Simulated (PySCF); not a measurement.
# Reading the logs of faulty runs: AlBCH5Si cation

Calculated results; nothing here was measured. They come from PySCF 2.14.0, an open-source quantum chemistry program, on an isolated molecule that a program drew, which may never have been made. The molecule is AlBCH5Si cation (charge +1, singlet), drawn as the SMILES string `B=[C]([AlH2])[SiH2+]`.

Each row is a Hartree-Fock (HF) and frozen-core CCSD(T) single point in the cc-pV(D+d)Z basis, meant for a local HF minimum. Run 1 is clean. Each other run has one planted mistake out of seven kinds, and not every kind appears here: one electron removed, one electron added, multiplicity raised by two, geometry at a saddle point, minimal basis STO-3G, one bond length entered in bohr, all coordinates scaled. The reference is restricted for singlets and unrestricted otherwise, and also for a bond in bohr. Adding or removing an electron swaps singlet and doublet. Electrons count all cores. HOMO and LUMO are orbital energies over both spins, the gradient is its largest component, and the lowest frequency (negative if imaginary) is given only where the gradient is small. Bond lengths are over the 8 bonds as drawn. T1 is the CCSD diagnostic: over 0.02 (restricted) or 0.045 (unrestricted) a single reference is doubtful.

Geometry of the clean run:
```xyz
9
AlBCH5Si cation, angstrom
B     0.6671    1.5625   -0.5663
C     0.7240    0.4191    0.2367
Al   -0.8417   -0.8419    0.0957
Si    2.0694    0.1175    1.2889
H     0.5822    2.5088   -1.2548
H    -0.7034   -2.0919    1.0223
H    -1.9659   -0.4160   -0.8991
H     3.2114    1.0275    1.3991
H     2.1290   -1.0777    2.1291
```

```
run  electrons  basis functions  <S^2>  HOMO (eV)  LUMO (eV)  gradient (hartree/bohr)  lowest frequency (cm^-1)  mean bond (Å)  longest bond (Å)      T1  HF (hartree)  CCSD(T) (hartree)                          mistake
  1         42               99  0.000     -15.54      -4.45                  3.4e-05                       147         1.5463             2.015  0.0153    -596.03065         -596.43732                         no fault
  2         41               99  0.755     -20.45     -12.88                  6.2e-02                         -         1.5463             2.015  0.0140    -595.51531         -595.87077             one electron removed
  3         42               99  0.861     -15.04      -4.78                  9.8e-03                         -         1.7092             2.767  0.0427    -595.91857         -596.31328  one bond length entered in bohr
  4         43               99  0.832      -6.06       1.11                  3.7e-02                         -         1.5463             2.015  0.0224    -596.22331         -596.64973                                ?
```

**Which mistake was planted in run 4, and what did it cost?**

It counts 43 electrons, one more than the clean run, at the same geometry and basis. So the mistake is: one electron added. Subtracting run 1 and multiplying by 627.51 kcal/mol a hartree, the energy moved by -120.9 kcal/mol in HF and -133.3 kcal/mol in CCSD(T).

